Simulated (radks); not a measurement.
Q: The mean radii <r> (bohr) of the occupied orbitals of an atom or ion are listed with their occupations. Calculated with a radial shooting solver on a logarithmic mesh with Libxc functionals: Dirac Kohn-Sham, relativistic LDA (MacDonald-Vosko exchange, VWN5 correlation), spin-unpolarised, spherical densities, finite nucleus; Fermi nuclear charge, rms radius of each element as measured or else 0.836 A^(1/3) + 0.57 fm.

| orbital | occ. | <r> |
|---|---|---|
| 1s1/2 | 2 | 0.01843 |
| 2s1/2 | 2 | 0.07717 |
| 2p1/2 | 2 | 0.06381 |
| 2p3/2 | 4 | 0.07169 |
| 3s1/2 | 2 | 0.1986 |
| 3p1/2 | 2 | 0.1882 |
| 3p3/2 | 4 | 0.2020 |
| 3d3/2 | 4 | 0.1760 |
| 3d5/2 | 6 | 0.1803 |
| 4s1/2 | 2 | 0.4006 |
| 4p1/2 | 2 | 0.3969 |
| 4p3/2 | 2 | 0.4171 |

Name the element and its charge. Open shells, if any, fill j = l - 1/2 first.

A: Z = 74, tungsten, charge +40: W40+ in [Ar] 3d10 4s2 4p4. The 1s radius gives Z: for a bare nucleus <r> = (2 gamma + 1)/(2Z) with gamma = sqrt(1 - (Z/c)^2), 0.01813 bohr for Z = 74, and screening makes it slightly larger (0.01843 here). The occupations add up to 34, and the charge is Z minus that.
